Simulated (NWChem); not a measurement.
## Basis-set convergence for ClFSn

```xyz
3

Sn    -0.5017     0.2324     0.0000
F      0.7984     1.6903     0.0000
Cl     1.0529    -1.5783     0.0000
```
Charge 0, spin multiplicity 1.

The numbers come from NWChem runs, not from measurements. The geometry was optimised at PBE0/def2-SVP with def2 effective core potentials on Sn, a minimum by its harmonic frequencies.

Quantity: dipole moment at the level PBE.

Effective core potentials replace the inner electrons of Sn; spin-orbit coupling is left out. The structure started from a generated list of species.

```tsv
basis	functions	dipole moment (D)
def2-SVP	58	___
def2-SVPD	82	___
def2-TZVP	118	3.42
def2-TZVPP	123	3.41
def2-TZVPD	142	___
def2-QZVP	209	3.43
```

Task: What belongs in the gaps?

Result: 
- def2-SVP, dipole moment (D): 3.10
- def2-SVPD, dipole moment (D): 3.53
- def2-TZVPD, dipole moment (D): 3.46
